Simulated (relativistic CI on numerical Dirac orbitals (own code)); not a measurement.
# Pb III: computed level list

Computed by Dirac-Coulomb-Breit CI, orbitals from a KLI potential per configuration, model QED (radiative potential, 1s self-energy scaled to tabulated hydrogen-like ionisation energies), valence Slater integrals scaled by 0.85, configuration energies shifted to the measured levels that pair with them (semi-empirical) (own radial code, finite nucleus).

Configurations in the expansion (outside the closed core [Xe] 4f14): 5d10 6s2, 5d10 6s 6p, 5d10 6p2, 5d10 6s 7s, 5d9 6s2 6p, 5d10 6s 6d, 5d10 6s 7p, 5d10 6s 5f, 5d10 6s 8s, 5d10 6s 7d, 5d10 6s 8p, 5d10 6s 6f, 5d10 6s 5g, 5d10 6s 9s, 5d10 6s 8d, 5d10 6p 7s, 5d10 6p 6d, 5d10 6s 9d, 5d10 6d2, 5d8 6s2 6p2, 5d10 5f2, 5d9 6s2 5f, 5d9 6s 6p2, 5d10 5f 6p, 5d9 6s2 7p, 5d9 6s2 7s, 5d9 6s 6p 6d, 5d8 6s2 6d2, 5d10 5f 6d, 5d9 6s2 6d. Levels of other configurations are missing.

| No. | Configuration | Term | J | E (cm⁻¹) | % | Next component (%) | jj configuration (%) |
| --- | --- | --- | --- | --- | --- | --- | --- |
| 1 | 5d10 6s2 | 1S | 0 | 0.0 | 97 | 2 5d10 6p2 1S | closed (97) |
| 2 | 5d10 6s 6p | 3P° | 0 | 60151.8 | 99 |  | 6s 6p1/2 (99) |
| 3 | 5d10 6s 6p | 3P° | 1 | 64391.1 | 94 | 5 1P° | 6s 6p1/2 (85) |
| 4 | 5d10 6s 6p | 3P° | 2 | 77905.1 | 99 |  | 6s 6p3/2 (99) |
| 5 | 5d10 6s 6p | 1P° | 1 | 97344.4 | 91 | 5 3P° | 6s 6p3/2 (83) |
| 6 | 5d10 6p2 | 3P | 0 | 144139.9 | 86 | 12 1S | 6p1/2^2 (91) |
| 7 | 5d10 6s 7s | 3S | 1 | 149765.2 | 97 | 3 5d10 6p2 3P | 6s 7s (97) |
| 8 | 5d10 6s 6d | 1D | 2 | 150439.5 | 48 | 41 5d10 6p2 1D | 6p1/2 6p3/2 (50) |
| 9 | 5d10 6s 7s | 1S | 0 | 154101.9 | 98 | 1 5d10 6p2 1S | 6s 7s (98) |
| 10 | 5d9 6s2 6p | 3P° | 2 | 154787.1 | 67 | 23 3D° | 5d5/2^5 6p1/2 (94) |
| 11 | 5d10 6p2 | 3P | 1 | 155154.6 | 93 | 3 5d10 6s 7s 3S | 6p1/2 6p3/2 (93) |
| 12 | 5d9 6s2 6p | 3F° | 3 | 156731.3 | 50 | 33 1F° | 5d5/2^5 6p1/2 (98) |
| 13 | 5d10 6s 6d | 3D | 1 | 157605.0 | 97 | 2 5d10 6p2 3P | 6s 6d3/2 (97) |
| 14 | 5d10 6s 6d | 3D | 2 | 157925.0 | 97 | 1 5d10 6p2 3P | 6s 6d3/2 (67) |
| 15 | 5d10 6s 6d | 3D | 3 | 158788.5 | 99 |  | 6s 6d5/2 (99) |
| 16 | 5d10 6p2 | 3P | 2 | 164588.1 | 62 | 30 5d10 6s 6d 1D | 6p1/2 6p3/2 (37) |
| 17 | 5d10 6s 7p | 3P° | 0 | 170918.5 | 99 |  | 6s 7p1/2 (99) |
| 18 | 5d10 6s 7p | 3P° | 1 | 171256.9 | 78 | 15 1P° | 6s 7p1/2 (89) |
| 19 | 5d9 6s2 6p | 3F° | 4 | 173436.1 | 97 | 1 5d10 6s 5f 3F° | 5d5/2^5 6p3/2 (97) |
| 20 | 5d9 6s2 6p | 3F° | 2 | 173879.3 | 60 | 13 3P° | 5d3/2^3 5d5/2^6 6p1/2 (52) |
| 21 | 5d9 6s2 6p | 3P° | 1 | 174515.0 | 47 | 23 5d10 6s 7p 1P° | 5d5/2^5 6p3/2 (63) |
| 22 | 5d10 6s 7p | 3P° | 2 | 175861.2 | 84 | 12 5d9 6s2 6p 3F° | 6s 7p3/2 (84) |
| 23 | 5d10 6s 7p | 1P° | 1 | 176999.0 | 42 | 21 3P° | 6s 7p3/2 (63) |
| 24 | 5d10 6p2 | 1D | 2 | 178050.9 | 49 | 24 3P | 6p3/2^2 (65) |
| 25 | 5d9 6s2 6p | 1D° | 2 | 178095.4 | 64 | 12 3P° | 5d5/2^5 6p3/2 (61) |
| 26 | 5d9 6s2 6p | 3D° | 3 | 178951.9 | 74 | 24 1F° | 5d5/2^5 6p3/2 (99) |
| 27 | 5d9 6s2 6p | 1P° | 1 | 186327.9 | 63 | 17 5d10 6s 7p 1P° | 5d3/2^3 5d5/2^6 6p1/2 (52) |
| 28 | 5d10 6p2 | 1S | 0 | 188845.0 | 81 | 12 3P | 6p3/2^2 (87) |
| 29 | 5d10 6s 5f | 3F° | 3 | 189795.9 | 89 | 4 1F° | 6s 5f7/2 (59) |
| 30 | 5d10 6s 5f | 3F° | 2 | 190232.6 | 96 | 2 5d10 6p 6d 3F° | 6s 5f5/2 (96) |

Energies count from the lowest computed level; ° marks odd parity. Filled j subshells are mostly left out of the jj labels.

The mean weight of the leading LS term, summed over parents, in these 30 levels is 80 %, and that of the leading jj configuration (from the same eigenvectors) 82 %.

Configurations whose levels could be paired with our table of measured levels were shifted onto them, all but the ground configuration, by the median error of their levels; single terms can still be off by 1,000 to 2,000 cm⁻¹ or more, and rates follow the energies as ν³ (E1, M1) or ν⁵ (E2). The others borrow a shift and can be off by several thousand cm⁻¹ or more. The fine structure of a lone outer electron comes out too small, for d and f at times inverted, and misplaced configurations move strength between like terms. 52 of the 66 excited levels that our extract of the measured tables holds in this range could be paired (the sources list more); they are missed by 567 cm⁻¹ on average and 14122 at most, after the shifts were fitted to these levels, and levels without a partner can miss by more.

LS names give the leading component of a level, which can be under half, so a name can repeat, a term be missing and a line seem to break the LS rules.
